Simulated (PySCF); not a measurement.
1-chloro-4,4,4-trifluorobuta-1,2-diene (C4H2ClF3), SMILES FC(F)(F)C=C=CCl.

Coordinates come from a PBE0-D3(BJ)/def2-SVP optimisation.

Method: PBE0-D3(BJ)/def2-SVP (PySCF 2.14.0).

Frequencies are harmonic and unscaled.

| mode | ν (cm⁻¹) | IR (km/mol) | moving atoms (share of kinetic energy) |
|---|---|---|---|
| 1 | 40 | 0.7 | F 61 %, C 20 %, Cl 14 % |
| 2 | 76 | 0.2 | F 39 %, Cl 38 %, C 23 % |
| 3 | 167 | 1.0 | C 51 %, F 19 %, Cl 16 %, H 14 % |
| 4 | 195 | 0.7 | C 42 %, F 35 %, Cl 13 %, H 10 % |
| 5 | 336 | 3.5 | F 58 %, C 32 %, H 8 % |
| 6 | 392 | 1.4 | F 45 %, C 40 % |
| 7 | 456 | 2.5 | C 53 %, F 36 %, H 9 % |
| 8 | 526 | 9.5 | F 52 %, C 35 %, Cl 9 % |
| 9 | 574 | 14.6 | C 49 %, F 40 % |
| 10 | 580 | 0.3 | F 69 %, C 18 %, H 13 % |
| 11 | 707 | 31.6 | F 54 %, C 41 % |
| 12 | 778 | 18.6 | H 49 %, C 42 % |
| 13 | 809 | 66.5 | C 72 %, Cl 18 %, H 10 % |
| 14 | 879 | 8.7 | F 56 %, C 34 %, H 10 % |
| 15 | 887 | 24.6 | H 73 %, C 23 % |
| 16 | 1113 | 18.5 | H 70 %, C 29 % |
| 17 | 1190 | 211.2 | H 49 %, C 38 %, F 12 % |
| 18 | 1232 | 309.7 | C 77 %, F 23 % |
| 19 | 1275 | 96.7 | C 53 %, H 38 %, F 9 % |
| 20 | 1331 | 211.8 | C 79 %, F 14 % |
| 21 | 1459 | 201.6 | C 84 %, H 15 % |
| 22 | 2114 | 6.1 | C 99 % |
| 23 | 3186 | 2.5 | H 92 %, C 8 % |
| 24 | 3217 | 8.7 | H 91 %, C 9 % |
